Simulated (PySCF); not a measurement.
HMnO, SMILES [OH][Mn] (connectivity only; charge and spin as stated), neutral, multiplicity 7.

Geometry: B3LYP-D3(BJ)/def2-TZVP. The geometry has at least one imaginary mode, so it is a saddle point at that level. The multiplicity is an assumed one; other spin states were not compared.

Two levels are set side by side: PBE/def2-TZVPD (PySCF) and ωB97X/def2-TZVPD (PySCF). Same geometry, gas phase. Differences are taken from unrounded values.

```tsv
quantity	ωB97X	PBE	PBE minus ωB97X
α-spin orbital gap (eV)	8.04	3.23	-4.81
β-spin orbital gap (eV)	11.57	3.71	-7.86
dipole moment (D)	0.11	0.15	0.04
mean polarisability (bohr³)	57.4	58.0	0.6
```

Rough cost on one machine, each run with all the roots and properties that it gave: ωB97X against PBE within a factor of 2.
